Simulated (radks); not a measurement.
Question: Mg I, configuration [Ne] 3s0.5 3p1.5 (fractional occupations, a model configuration). Calculated with a radial shooting solver on a logarithmic mesh with Libxc functionals: Dirac Kohn-Sham, LDA (Slater exchange, Perdew-Wang correlation), spin-unpolarised, spherical densities, finite nucleus; open shells fill j = l - 1/2 first; Fermi nuclear charge, rms radius 3.057 fm.

Spin-orbit splittings of the eigenvalues, e(l+1/2) - e(l-1/2), with zeta = 2 splitting/(2l+1) and mean radii in bohr:

shell  occ.  splitting (eV)  zeta (eV)  <r> j=l-1/2  <r> j=l+1/2
2p        6               ?          ?       0.6874       0.6897
3p      1.5        0.009124   0.006083        4.120        4.129

Estimate the 2p splitting.

Answer: 0.2892 eV (zeta = 0.1928 eV).
